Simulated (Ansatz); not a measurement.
Gas-phase electronic energies from Ansatz, PBE0-D4/def2-TZVP geometries. CBS: MP2 limit from def2 TZ/QZ plus the TZ coupled-cluster correction, frozen cores. Functionals use def2-TZVPP. Elements past krypton have def2 core potentials. For Sn outer-core shells are correlated without core-valence functions, which leaves a few kJ/mol of doubt a bond. One conformer a species, not always the lowest.

`[CH3][Sn-]1[O]C(C(F)(F)F)=CC(C(F)(F)F)=[O+]1` + `[OH][Al]([F])[F]` → `FC(F)(F)C1=CC(C(F)(F)F)=[O+][Al-]([F])([F])[O]1` + `[CH3][Sn][OH]`  (substitution at a C–O bond)

`[CH3][Sn-]1[O]C(C(F)(F)F)=CC(C(F)(F)F)=[O+]1`:

Cartesian coordinates in Å:
```
C 0.841 -0.599 -2.699
Sn 1.800 1.059 -1.655
O 1.842 -0.156 0.193
C 0.884 -0.434 0.948
C 1.248 -1.486 2.012
F 1.638 -2.611 1.416
F 2.252 -1.041 2.763
F 0.228 -1.779 2.817
C -0.408 0.085 0.946
C -0.814 1.095 0.079
C -2.241 1.654 0.226
F -2.192 2.956 0.495
F -2.931 1.057 1.197
F -2.909 1.488 -0.914
O -0.166 1.653 -0.835
H 0.086 -1.082 -2.074
H 1.589 -1.344 -2.982
H 0.360 -0.237 -3.612
H -1.108 -0.276 1.680
```

`[OH][Al]([F])[F]`:

Z-matrix (Å, degrees):
```
Al
O 1 1.674
F 1 1.638 2 122.4
F 1 1.633 2 119.1 3 180.0
H 2 0.955 1 123.7 3 -0.0
```

`FC(F)(F)C1=CC(C(F)(F)F)=[O+][Al-]([F])([F])[O]1`:

```xyz
17

F    -0.688    3.138    1.553
C    -1.176    1.925    1.395
F    -2.375    2.013    0.819
F    -1.333    1.363    2.594
C    -0.250    1.051    0.531
C    -0.641   -0.257    0.283
C     0.156   -1.089   -0.489
C    -0.330   -2.529   -0.727
F    -1.521   -2.507   -1.327
F    -0.469   -3.155    0.443
F     0.514   -3.208   -1.477
O     1.255   -0.784   -1.025
Al    2.079    0.834   -0.922
F     2.082    1.539   -2.402
F     3.466    0.686   -0.059
O     0.801    1.608    0.115
H    -1.568   -0.628    0.694
```

`[CH3][Sn][OH]`:

```xyz
7

C     0.879   -0.366    0.010
Sn   -0.471    0.655    1.407
O    -1.951    0.853    0.099
H     0.410   -1.290   -0.345
H     1.840   -0.617    0.462
H     1.059    0.273   -0.861
H    -1.765    0.492   -0.772
```

| species | RPA@PBE/def2-TZVPP energy (Eh) |
| --- | --- |
| `[CH3][Sn-]1[O]C(C(F)(F)F)=CC(C(F)(F)F)=[O+]1` | -1194.30074 |
| `[OH][Al]([F])[F]` | -517.76595 |
| `FC(F)(F)C1=CC(C(F)(F)F)=[O+][Al-]([F])([F])[O]1` | -1382.53236 |
| `[CH3][Sn][OH]` | -329.54728 |

Problem. Work out ΔE.

Solution. ΔE = (-1382.53236) + (-329.54728) − (-1194.30074) − (-517.76595) = -0.01295 Eh = -34.0 kJ/mol. CCSD(T)/CBS gives -28.3 kJ/mol.

Largest T1 diagnostic among the species: 0.016.

The D4 term adds +6.7 kJ/mol with B3LYP and +4.1 kJ/mol with PBE0; it sums over pairs of atoms, weighted by their polarisabilities, and B3LYP, whose exchange is more repulsive, gets the larger term. Leaving LDA and LC-ωPBE aside and taking each functional with its dispersion term where it has one, the values, not all of them listed here, spread over 11.1 kJ/mol, from r2SCAN0-D4 to BLYP-D4.

B3LYP here is the variant with VWN-RPA as its local correlation; programs differ in this.
